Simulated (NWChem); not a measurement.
## Correlation energy of ammonium (H4N (+1))

```
N
H 1 1.0322
H 1 1.0322 2 109.47
H 1 1.0322 2 109.47 3 120.00
H 1 1.0322 2 109.47 3 -120.00
```
Charge +1, spin multiplicity 1.

All runs are NWChem calculations. The geometry was optimised at B3LYP/def2-SVP, a minimum by its harmonic frequencies.

Basis set: def2-SVP. Each correlation energy counts from its own Hartree-Fock reference.

The correlated methods keep 1 core orbital frozen. No row is a measurement; the coupled-cluster row has its own basis-set and correlation limits.

For the correlation energy, MP2 gives -187.5 mHa and SCS-MP2 gives -190.2 mHa. What do CR-CCSD[T], CR-CCSD(T), CCSD give?

CR-CCSD[T]: -208.9 mHa; CR-CCSD(T): -208.9 mHa; CCSD: -205.6 mHa.
